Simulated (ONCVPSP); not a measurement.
**Potentials for Al (Z = 13) compared**

Generated with ld1.x 7.5 (TM, RRKJ, ultrasoft, PAW), atompaw 4.2 or ONCVPSP 4.0.1. The cutoff is in Ry: for ld1.x and atompaw files where the sum of valence levels is converged to 10 mRy in a Bessel basis, for ONCV files where the hardest occupied wave has 1 mHa per electron of residual kinetic energy. The error is the largest all-electron minus pseudo excitation energy over each file’s own four to seven test configurations (ionisations up to +4, promotions, holes and added fractions of an electron), all of which were solved. The labels leave out finer settings (local radius, basis sizes, second energies), which also bear on the numbers. Spin-polarised tests are not counted. The rows are a selection from randomly drawn settings: files with unsolved tests, undetermined cutoffs or missed reference levels are left out.

```tsv
potential	cutoff (Ry)	largest error (meV)	bound ghosts
ONCV, LDA (Perdew-Wang 92), scalar-relativistic, rc 1.00/1.15/0.95 (spd), local d, core correction yes, reference 2s2 2p6 3s1.5 3p1.5, qcut 9.5/12.2/11.3, projectors 2/2/0	127	-3.0	none
ONCV, PBE, scalar-relativistic, rc 1.65/1.55 (sp), local p, core correction yes, reference 3s2, qcut 3.7/5.2, projectors 2/0	11	+30	none
ONCV, PBE, scalar-relativistic, rc 1.60/2.60 (sp), local s, core correction yes, reference 3s2 3p0.5, qcut 4/3.6, projectors 0/2	11	-28	none
ONCV, PBE, scalar-relativistic, rc 1.90/2.85/2.65 (spd), local smoothed, core correction yes, reference 3s2 3p1, qcut 4.3/2.9/3.1, projectors 2/2/2	12	+21	none
```

Q: Fill in the row for Al: ONCV, LDA (Perdew-Wang 92), scalar-relativistic, rc 2.10/1.95 (sp), local smoothed, core correction yes, reference 3s1, qcut 2.9/3.4, projectors 2/2.

A: cutoff 23 Ry, largest error -37 meV, bound ghosts: none.

Q: Fill in the row for Al: ONCV, PBE, scalar-relativistic, rc 1.50/3.00/2.30 (spd), local s, core correction no, reference 3s2 3p1, qcut 4.2/2.5/4.8, projectors 0/2/2.

A: cutoff 11 Ry, largest error +15 meV, bound ghosts: none.
